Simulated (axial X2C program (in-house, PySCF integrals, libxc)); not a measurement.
What spin–orbit coupling does to KMg

All values were computed with an in-house all-electron X2C program for linear molecules (integrals from PySCF). Spin-free means the one-electron spin-free X2C Hamiltonian; two-component (2c) means X2C with spin–orbit coupling and atomic mean-field two-electron Coulomb and Gaunt terms, so the difference of the two also holds small scalar two-electron terms. Basis: K dyall-cv3z [11s12p6d3f], Mg dyall-cv3z [9s8p6d3f] (cores contracted in-house); Gaussian nuclei, density fitting, unrestricted open shells. Masses: K 38.964 u, Mg 23.985 u.

Spin-free state: M_S = 1/2, Λ = 0 (beyond evenly filled blocks: σα); fragments K + Mg.

| level | Re (Å) | ωe (cm⁻¹) | De (eV) | μ (D) |
| --- | --- | --- | --- | --- |
| PBE0 | 3.922 | 80.3 | 0.158 | -1.86 |
| CCSD(T) | 4.111 | 55.0 | 0.091 | n/a |
| BLYP | 4.041 | 65.8 | 0.082 | -1.09 |

Correlated methods: 11 electrons correlated (number of frozen shells: K 2 s, 1 p; Mg 2 s, 1 p), 283 virtual spin orbitals or spinors in MP2, 89 natural virtuals in coupled cluster.

Dipoles are positive if Mg is the positive end.

Two-component determinant lowest at the distance of the search:

Ω = 1/2 (⟨Sz⟩ = 0.50, ⟨Lz⟩ = 0.00 at HF); fragments K + Mg.

```
  level  Re (Å)  ωe (cm⁻¹)  De (eV)  μ (D)
   PBE0   3.922       80.3    0.158  -1.85
CCSD(T)   4.105       55.8    0.089    n/a
   BLYP   4.041       65.7    0.082  -1.09
```

(1) From the two tables, how do the constants change at the CCSD(T) level (2c against spin-free)?

The state is a single determinant with fixed occupations, the lowest that a limited PBE0 search found. De is counted from the lowest determinant-based energies of the atoms at the same level, without counterpoise correction. Density functionals use the spin component along the axis (collinear). CCSD and (T) use frozen natural virtuals with an MP2 correction for the truncation; (T) itself is uncorrected, so its De runs slightly low.

Results:

(1) At the CCSD(T) level Re goes down by 0.006 Å and ωe goes up by 0.8 cm⁻¹; De changes by -0.002 eV.
